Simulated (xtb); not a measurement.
C$_{3}$H$_{9}$In, charge +1, doublet, at a GFN2-xTB geometry (such geometries of metal compounds can be far from the true shape) (a state made from the parent by changing its charge; the spin is typed, not shown lowest). Base run: xtb 6.7.1 with GFN2-xTB.

The xtb input:
```
$ xtb mol.xyz --gfn 2 --chrg 1 --uhf 1 --json

# file mol.xyz
13

In    -0.01459449     0.12307668    -0.08003243
C     -1.21332375    -1.90868512     0.19751126
H     -0.58880252    -2.67841394    -0.24526533
H     -2.12601746    -1.71911321    -0.35790670
H     -1.36965118    -2.03756831     1.26400781
C     -0.21507133     2.01031358    -1.29366667
H      0.68750489     2.11902042    -1.89540330
H     -0.32159150     2.84485438    -0.60032830
H     -1.09837796     1.90884052    -1.92477681
C      1.50549555    -0.75577286     1.52126054
H      2.31397170    -0.03254945     1.49570674
H      1.79109384    -1.74329790     1.17263736
H      0.96439733    -0.76766314     2.46228666
```

The base run was repeated with changes; each row names its change, and settings that it needs were set with it.

```tsv
change	ΔE vs base (kJ/mol)	G_solv (kcal/mol)	SCF cycles
base	0.00	-	13
gbsa = acetonitrile	-211.3	-50.69	13
acc = 30	0.00	-	11
acc = 0.0001	0.00	-	20
alpb = thf	-202.0	-48.85	13
etemp = 10000	-160.4	-	12
gbsa = toluene	-191.2	-45.78	13
```

ALPB and GBSA are two models with their own fitted parameters for each solvent, which aren't always the measured dielectric constant.
